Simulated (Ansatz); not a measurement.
```xyz
18

C    -1.053    3.077   -0.772
C    -1.505    1.930   -0.270
Si   -1.038    0.283   -0.962
O     0.182    0.566   -2.043
O    -0.523   -0.707    0.226
Si    0.903   -0.989    1.001
C     0.895   -2.681    1.738
O     2.140   -0.906   -0.075
H    -1.325    4.041   -0.351
H    -0.384    3.094   -1.627
H    -2.170    1.967    0.591
H    -2.159   -0.406   -1.648
H     0.234   -0.024   -2.796
H     1.049    0.061    2.045
H     0.753   -3.438    0.962
H     0.089   -2.780    2.468
H     1.842   -2.883    2.244
H     2.071   -0.206   -0.730
```

Total charge 0; spin multiplicity 1.

**Question.** List the PBE0/def2-TZVPP orbital energies in eV (the Gaussian-basis code of Ansatz). (Best estimate.)

**Answer.** The calculation gave: Occupied: -1803.35, -1803.04, -522.97, -522.50, -522.35, -278.52, -278.08, -277.56, -145.52, -145.20, -100.22, -100.19, -100.15, -99.92, -99.86, -99.83, -28.56, -28.00, -27.44, -21.56, -19.58, -16.78, -15.71, -15.24, -14.35, -13.04, -12.35, -12.13, -11.83, -11.53, -11.17, -10.81, -10.57, -10.16, -9.86, -9.43, -9.28, -8.75, -8.15, -8.12. Lowest empty: -0.63, 0.53, 1.45, 1.52, 1.67, 1.98, 2.49, 2.56.
